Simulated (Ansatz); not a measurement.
`O[Si]([SiH3])([SiH3])Cl` → `O[Si]Cl` + disilane at 400 K and 1 bar (silylene formation by 1,1-elimination).

Calculated with Ansatz (gas phase, PBE0-D4/def2-TZVP geometries, no zero-point term in ΔE). CCSD(T)/CBS is the MP2 limit (def2-TZVPP, def2-QZVPP) plus CCSD(T) − MP2 in def2-TZVPP, frozen cores. This one scheme is used for every species. One conformer a species, not always the lowest.

| species | CCSD(T)/CBS energy (Eh) | H − E (kJ/mol) | S (J/(mol·K)) |
| --- | --- | --- | --- |
| `O[Si]([SiH3])([SiH3])Cl` | -1406.48895 | 219.6 | 463.2 |
| `O[Si]Cl` | -824.69782 | 59.3 | 296.6 |
| `[SiH3][SiH3]` | -581.74359 | 152.8 | 300.2 |

H − E and S are ideal-gas, rigid-rotor, harmonic terms from PBE0-D4/def2-TZVP, for one conformer and one mirror image of each species. 1 Eh = 2625.50 kJ/mol, R = 8.31446 J/(mol·K).

By hand: ΔE, ΔH, ΔS and ΔG.

ΔE = (-824.69782) + (-581.74359) − (-1406.48895) = 0.04754 Eh = 124.8 kJ/mol. Δ(H − E) = 59.3 + 152.8 − 219.6 = -7.5, so ΔH = 117.3 kJ/mol. ΔS = 296.6 + 300.2 − 463.2 = 133.6 J/(mol·K). ΔG = 117.3 − 400 × (133.6)/1000 = 63.9 kJ/mol.

By hand: the equilibrium constant, and the temperature at which ΔG would vanish if ΔH and ΔS stayed fixed.

log₁₀ K = −ΔG/(RT ln 10) = -8.3. ΔG = 0 at ΔH/ΔS = 878 K.

The number of gas molecules changes by +1, which sets the sign of ΔS. A doubt of 5 kJ/mol in ΔE shifts log₁₀ K by 0.7 here. Other conformers and mirror images would add mixing entropy, several J/(mol·K) or more a flexible species. These are equilibria of isolated gas molecules and say nothing of rates. Largest T1 diagnostic: 0.014 (customary marks: 0.02 for closed shells, 0.045 for open ones).
